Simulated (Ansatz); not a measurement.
C$_{2}$H$_{10}$N$_{2}$Si (`CNC(N)[SiH3]`). The species carries charge 0 and has multiplicity 1.

Z-matrix (Å, degrees):
```
C
N 1 1.448
H 1 1.091 2 109.5
H 1 1.101 2 114.7 3 121.6
H 1 1.094 2 109.2 3 -117.5
C 2 1.462 1 114.6 3 -178.7
H 2 1.014 1 110.4 3 -53.0
Si 6 1.908 2 115.2 1 77.9
N 6 1.444 2 113.8 1 -158.5
H 6 1.097 2 105.8 1 -40.7
H 8 1.489 6 110.9 2 -42.8
H 8 1.492 6 107.0 2 74.7
H 8 1.486 6 112.8 2 -165.1
H 9 1.013 6 111.2 2 -68.4
H 9 1.015 6 110.0 2 50.2
```

(1) Give the diagnostics of a CCSD(T)/def2-TZVPP run (frozen core, Ansatz 0.2.0). (Estimate.)

Answers

(1) Computed: T1 = 0.0109, largest single amplitude 0.012, largest double 0.011, (T) share of the correlation energy 3.7 %, 9 CCSD cycles. The RHF solution is stable towards an unrestricted one. T1 lies under the customary mark of 0.02 for closed shells.
